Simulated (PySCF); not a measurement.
**Spin-rotation constants: `C(=C/C)/O[SiH2]SC`, C$_{4}$H$_{10}$OSSi**

Geometry (Å), atoms numbered from 1 in this order:
```xyz
17

C    -3.151    0.481    0.612
C    -2.709    0.126   -0.768
C    -1.444   -0.022   -1.131
O    -0.417    0.127   -0.262
Si    1.170    0.166   -0.525
S     1.932    0.352    1.450
C     3.697    0.425    1.020
H    -3.703    1.421    0.600
H    -2.292    0.583    1.269
H    -3.814   -0.289    1.006
H    -3.477   -0.013   -1.513
H    -1.161   -0.274   -2.146
H     1.668   -1.063   -1.141
H     1.573    1.321   -1.326
H     4.248    0.520    1.949
H     3.884    1.287    0.389
H     3.988   -0.487    0.508
```

Theory: PySCF, GIAO PBE/pcSseg-1 magnetisability, rotational g tensor and spin-rotation constants, non-relativistic, gas phase. Geometry: GFN2-xTB.

(1) Give the nuclear spin-rotation constants along the inertial axes (H = +C I·J) beside the isotropic shieldings.

(2) How do the rotational constants and the g tensor change when H8, H9, H10, H11, H12, H13, H14, H15, H16, H17 are replaced by deuterium?

Answers

(1) Rotational constants 4.9385, 0.7368, 0.6524 GHz. A star marks the isotopologue with that one atom substituted, in its own axes.
| atom | isotope | Caa (kHz) | Cbb (kHz) | Ccc (kHz) | mean (kHz) | σ (ppm) |
| --- | --- | --- | --- | --- | --- | --- |
| H8 | 1H | -0.377 | -0.072 | -0.011 | -0.153 | 30.2 |
| H9 | 1H | 0.049 | -0.051 | -0.072 | -0.025 | 29.0 |
| H10 | 1H | -0.347 | -0.064 | -0.023 | -0.145 | 30.2 |
| H11 | 1H | 0.246 | -0.047 | -0.077 | 0.041 | 26.7 |
| H12 | 1H | -0.447 | 0.067 | -0.071 | -0.150 | 25.2 |
| H13 | 1H | -0.345 | -0.024 | -0.007 | -0.125 | 25.8 |
| H14 | 1H | -0.365 | -0.044 | 0.013 | -0.132 | 25.9 |
| H15 | 1H | -0.198 | -0.030 | -0.073 | -0.100 | 29.7 |
| H16 | 1H | -0.510 | -0.060 | -0.006 | -0.192 | 29.8 |
| H17 | 1H | -0.498 | -0.040 | -0.026 | -0.188 | 29.8 |
| C1 | 13C* | 0.814 | 0.099 | 0.076 | 0.330 | 170.5 |
| C2 | 13C* | 1.863 | 0.263 | 0.097 | 0.741 | 68.6 |
| C3 | 13C* | 1.711 | 0.319 | 0.145 | 0.725 | 41.5 |
| O4 | 17O* | -1.034 | -0.107 | -0.038 | -0.393 | 229.1 |
| Si5 | 29Si* | -2.816 | -0.494 | -0.450 | -1.253 | 340.8 |
| S6 | 33S* | 0.426 | 0.148 | 0.141 | 0.238 | 691.1 |
| C7 | 13C* | 0.671 | 0.097 | 0.083 | 0.284 | 174.6 |

For the geometry as given, no vibrational averaging.

(2) Constants 3.9431, 0.6373, 0.5645 GHz; g -0.0440, -0.0055, -0.0027, against -0.0554, -0.0063, -0.0031 before.
